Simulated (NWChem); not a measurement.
Species: SiH₄TeSO; SMILES [SiH3]O[Te]S

```xyz
8

Te     0.6394    -0.5205     0.0521
S     -1.5090    -1.5582     0.0130
H     -1.4751    -2.0075    -1.2640
O      0.2169     1.2837    -0.6983
Si    -0.5128     2.5058     0.1873
H     -1.8838     2.1107     0.6324
H     -0.5994     3.6878    -0.7171
H      0.2990     2.8534     1.3953
```
Atoms are numbered in this order, from 1.

Results from NWChem. Coordinates come from a PBE0/def2-SVP optimisation. Not confirmed as a minimum by frequencies. def2 effective core potentials on Te; no spin-orbit coupling. Ions are spin-unrestricted doublets at the neutral geometry; other ion states weren't tried.

### Question
Predict the results for B3LYP/def2-SVP. Quantities: vertical ionisation energy, ΔSCF (eV); −ε(HOMO) (eV).

### Answer
```json
{
  "vertical ionisation energy, ΔSCF (eV)": "8.53",
  "−ε(HOMO) (eV)": "6.19"
}
```
